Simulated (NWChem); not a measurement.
System: SiHI, singlet; SMILES [SiH]I

The following NWChem deck was run.

```
start job
memory heap 200 mb stack 900 mb global 1100 mb
geometry units angstroms noautoz
  Si     0.095880    -1.939069     0.000000
  H     -1.423099    -2.083214     0.000000
  I     -0.006667     0.520713     0.000000
end
basis spherical
  * library def2-svp
end
ecp
  I library def2-ecp
end
dft
  xc m06-l
  iterations 150
  mulliken
end
task dft energy
```

Output (shortened):

```
             Northwest Computational Chemistry Package (NWChem) 7.3.0
             --------------------------------------------------------

 CS  symmetry detected

                             Geometry "geometry" -> ""
                             -------------------------

 Output coordinates in angstroms (scale by  1.889725989 to convert to a.u.)

  No.       Tag          Charge          X              Y              Z
 ---- ---------------- ---------- -------------- -------------- --------------
    1 Si                  14.0000     0.06589265    -1.91665944     0.00000000
    2 H                    1.0000    -1.45554892    -2.03194404     0.00000000
    3 I                   53.0000     0.01005758     0.54462596     0.00000000

 Effective nuclear repulsion energy (a.u.)     173.8062801536

      Symmetry information
      --------------------

 Group name             Cs
 Group number              2
 Group order               2
 No. of unique centers     3

                                 NWChem DFT Module
                                 -----------------

 Summary of "ao basis" -> "ao basis" (spherical)
 ------------------------------------------------------------------------------
       Tag                 Description            Shells   Functions and Types
 ---------------- ------------------------------  ------  ---------------------
 Si                         def2-svp                 8       18   4s3p1d
 H                          def2-svp                 3        5   2s1p
 I                          def2-svp                10       26   4s4p2d

      Symmetry analysis of basis
      --------------------------

        a'         35
        a"         14

            General Information
            -------------------
          SCF calculation type: DFT
          Wavefunction type:  closed shell.
          No. of atoms     :     3
          No. of electrons :    40
           Alpha electrons :    20
            Beta electrons :    20
          Charge           :     0
          Spin multiplicity:     1
          Use of symmetry is: on ; symmetry adaption is: on
          Maximum number of iterations: 150
          AO basis - number of functions:    49
                     number of shells:    21
          Convergence on energy requested:  1.00D-06
          Convergence on density requested:  1.00D-05
          Convergence on gradient requested:  5.00D-04

              XC Information
              --------------
                        M06-L Method XC Functional
                         M06-L Exchange Functional  1.000
                       M06-L Correlation Potential  1.000

             Grid Information
             ----------------
          Grid used for XC integration:  medium
          Radial quadrature: Mura-Knowles
          Angular quadrature: Lebedev.
          Tag              B.-S. Rad. Rad. Pts. Rad. Cut. Ang. Pts.
          ---              ---------- --------- --------- ---------
          Si                  1.10       88           9.0       590
          H                   0.35       45          10.0       434
          I                   1.40      123           9.0       590
          Grid pruning is: on
          Number of quadrature shells:   256
          Spatial weights used:  Erf1

      Superposition of Atomic Density Guess
      -------------------------------------

 Sum of atomic energies:        -636.36494322

      Non-variational initial energy
      ------------------------------

 Total energy =    -586.021762
 1-e energy   =   -1087.173330
 2-e energy   =     416.602323
 HOMO         =      -0.226727
 LUMO         =      -0.070286

      Symmetry analysis of molecular orbitals - initial
      -------------------------------------------------

  Numbering of irreducible representations:

     1 a'          2 a"

  Orbital symmetries:

     1 a'          2 a'          3 a'          4 a'          5 a'
     6 a"          7 a'          8 a'          9 a"         10 a'
    11 a'         12 a"         13 a'         14 a"         15 a'
    16 a'         17 a'         18 a"         19 a'         20 a'
    21 a"         22 a'         23 a'         24 a'         25 a'
    26 a'         27 a'         28 a"         29 a'         30 a"

     ---------------------------------------------
      Total Density - Mulliken Population Analysis
     ---------------------------------------------

    Atom       Charge   Shell Charges
 -----------   ------   -------------------------------------------------------
    1 Si  14    13.40   2.00  1.99  1.26  0.62  5.93  0.69  0.85  0.07
    2 H    1     1.18   0.73  0.44  0.01
    3 I   25    25.42   1.83  0.22  1.23  0.67  2.92  3.13  2.67  2.72  9.82  0.20

   convergence    iter        energy       DeltaE   RMS-Dens  Diis-err
 ---------------- ----- ----------------- --------- --------- ---------
 d= 0,ls=0.0,diis     1   -587.8144512958 -6.72D+02  2.98D-02  2.02D-01
 d= 0,ls=0.0,diis     2   -587.6187636282  1.96D-01  2.49D-02  1.00D+00
 d= 0,ls=0.0,diis     3   -587.8461321819 -2.27D-01  5.50D-03  1.98D-02
 d= 0,ls=0.0,diis     4   -587.8493693574 -3.24D-03  1.78D-03  3.89D-03
 d= 0,ls=0.0,diis     5   -587.8440144994  5.35D-03  1.10D-03  7.54D-04
  Resetting Diis
 d= 0,ls=0.0,diis     6   -587.8442083825 -1.94D-04  1.76D-03  2.62D-04
 d= 0,ls=0.0,diis     7   -587.8443141697 -1.06D-04  5.86D-04  3.14D-05
 d= 0,ls=0.0,diis     8   -587.8443176924 -3.52D-06  2.06D-04  2.29D-05
 d= 0,ls=0.0,diis     9   -587.8443223708 -4.68D-06  8.17D-05  7.43D-06
 d= 0,ls=0.0,diis    10   -587.8443239755 -1.60D-06  1.92D-05  4.13D-07
 d= 0,ls=0.0,diis    11   -587.8443240585 -8.30D-08  7.70D-06  3.90D-08

         Total DFT energy =     -587.844324058521
      One electron energy =    -1087.613981184985
           Coulomb energy =      458.835783038947
    Exchange-Corr. energy =      -43.615370995233
 Nuclear repulsion energy =       84.549245082751

 Numeric. integr. density =       40.000002219272

                  Occupations of the irreducible representations
                  ----------------------------------------------

                     irrep           alpha         beta
                     --------     --------     --------
                     a'               15.0         15.0
                     a"                5.0          5.0

                       DFT Final Molecular Orbital Analysis
                       ------------------------------------

 Vector   18  Occ=2.000000D+00  E=-2.674783D-01  Symmetry=a"
              MO Center=  1.5D-02,  2.3D-01, -3.3D-16, r^2= 2.5D+00
   Bfn.  Coefficient  Atom+Function         Bfn.  Coefficient  Atom+Function
  ----- ------------  ---------------      ----- ------------  ---------------
    36      0.552950  3 I  pz                39      0.507844  3 I  pz
    33     -0.228084  3 I  pz                30     -0.184171  3 I  pz
    13      0.159892  1 Si pz                10      0.140612  1 Si pz
     7     -0.074702  1 Si pz                15      0.047657  1 Si d -1
    46     -0.037193  3 I  d -1

 Vector   19  Occ=2.000000D+00  E=-2.644205D-01  Symmetry=a'
              MO Center=  1.5D-01, -3.6D-01, -6.1D-16, r^2= 3.6D+00
   Bfn.  Coefficient  Atom+Function         Bfn.  Coefficient  Atom+Function
  ----- ------------  ---------------      ----- ------------  ---------------
    34      0.416933  3 I  px                37      0.378040  3 I  px
    35      0.277346  3 I  py                 3      0.264533  1 Si s
    38      0.233042  3 I  py                 4      0.208545  1 Si s
    31     -0.171714  3 I  px                 9     -0.155386  1 Si py
     2      0.154421  1 Si s                 11      0.147458  1 Si px

 Vector   20  Occ=2.000000D+00  E=-2.155447D-01  Symmetry=a'
              MO Center=  2.7D-02, -9.3D-01, -1.3D-15, r^2= 4.2D+00
   Bfn.  Coefficient  Atom+Function         Bfn.  Coefficient  Atom+Function
  ----- ------------  ---------------      ----- ------------  ---------------
    37      0.407358  3 I  px                34      0.402135  3 I  px
     4     -0.326425  1 Si s                  3     -0.308379  1 Si s
    19      0.231351  2 H  s                 11     -0.219307  1 Si px
     8     -0.216181  1 Si px                20      0.214612  2 H  s
     2     -0.180379  1 Si s                 31     -0.164761  3 I  px

 Vector   21  Occ=0.000000D+00  E=-1.372783D-01  Symmetry=a"
              MO Center=  4.4D-02, -1.6D+00,  6.1D-17, r^2= 3.3D+00
   Bfn.  Coefficient  Atom+Function         Bfn.  Coefficient  Atom+Function
  ----- ------------  ---------------      ----- ------------  ---------------
    13      0.668197  1 Si pz                10      0.429197  1 Si pz
    39     -0.292983  3 I  pz                36     -0.239902  3 I  pz
     7     -0.220632  1 Si pz                33      0.097285  3 I  pz
    30      0.077524  3 I  pz                46     -0.062020  3 I  d -1
    41      0.044120  3 I  d -1

 Vector   22  Occ=0.000000D+00  E=-3.843454D-02  Symmetry=a'
              MO Center=  5.1D-02, -1.2D+00, -4.5D-17, r^2= 4.8D+00
   Bfn.  Coefficient  Atom+Function         Bfn.  Coefficient  Atom+Function
  ----- ------------  ---------------      ----- ------------  ---------------
    12      0.959105  1 Si py                38      0.755006  3 I  py
    27     -0.435236  3 I  s                  9      0.357842  1 Si py
    35      0.289465  3 I  py                 4      0.287383  1 Si s
    26     -0.276156  3 I  s                  3      0.244684  1 Si s
     6     -0.184943  1 Si py                11      0.143123  1 Si px

 Vector   23  Occ=0.000000D+00  E= 3.729761D-02  Symmetry=a'
              MO Center= -3.0D-01, -1.7D+00,  5.5D-17, r^2= 4.0D+00
   Bfn.  Coefficient  Atom+Function         Bfn.  Coefficient  Atom+Function
  ----- ------------  ---------------      ----- ------------  ---------------
    20      1.465742  2 H  s                 11      1.232429  1 Si px
     4     -0.776016  1 Si s                  3     -0.496303  1 Si s
    38     -0.290034  3 I  py                27      0.254645  3 I  s
    19      0.248029  2 H  s                  8      0.242777  1 Si px
     2     -0.196711  1 Si s                 37     -0.161623  3 I  px

     ---------------------------------------------
      Total Density - Mulliken Population Analysis
     ---------------------------------------------

    Atom       Charge   Shell Charges
 -----------   ------   -------------------------------------------------------
    1 Si  14    13.78   2.00  1.99  1.34  0.52  5.92  0.96  0.95  0.10
    2 H    1     1.09   0.75  0.33  0.01
    3 I   25    25.13   1.83  0.22  1.33  0.58  2.95  3.11  2.54  2.55  9.81  0.23

     -------------------------------------------
      Total Density - Lowdin Population Analysis
     -------------------------------------------

    Atom       Charge   Shell Charges
 -----------   ------   -------------------------------------------------------
    1 Si  14    13.88   2.00  1.96  1.04  0.66  5.80  1.03  1.24  0.15
    2 H    1     1.12   0.66  0.43  0.03
    3 I   25    25.00   1.25  0.73  1.06  0.82  2.77  3.18  2.46  2.68  9.49  0.55

     Multipole analysis of the density
     ---------------------------------

     L   x y z        total         alpha         beta         nuclear
     -   - - -        -----         -----         ----         -------
     0   0 0 0     -0.000000    -20.000000    -20.000000     40.000000

     1   1 0 0     -0.152946      0.189612      0.189612     -0.532170
     1   0 1 0     -0.160491     14.328468     14.328468    -28.817428
     1   0 0 1     -0.000000     -0.000000     -0.000000      0.000000

     2   2 0 0    -32.464303    -20.128071    -20.128071      7.791838
     2   1 1 0      0.991378     -1.872680     -1.872680      4.736737
     2   1 0 1     -0.000000     -0.000000     -0.000000      0.000000
     2   0 2 0    -29.501136   -127.193385   -127.193385    224.885633
     2   0 1 1     -0.000000     -0.000000     -0.000000      0.000000
     2   0 0 2    -29.024940    -14.512470    -14.512470      0.000000
```

Level: M06-L/def2-SVP with def2 effective core potentials on I. Low-valent species are run as closed-shell singlets; no triplet was tried in these runs. All runs use the structure optimised with PBE0-D3(BJ)/def2-TZVP. def2 effective core potentials on I; no spin-orbit coupling.
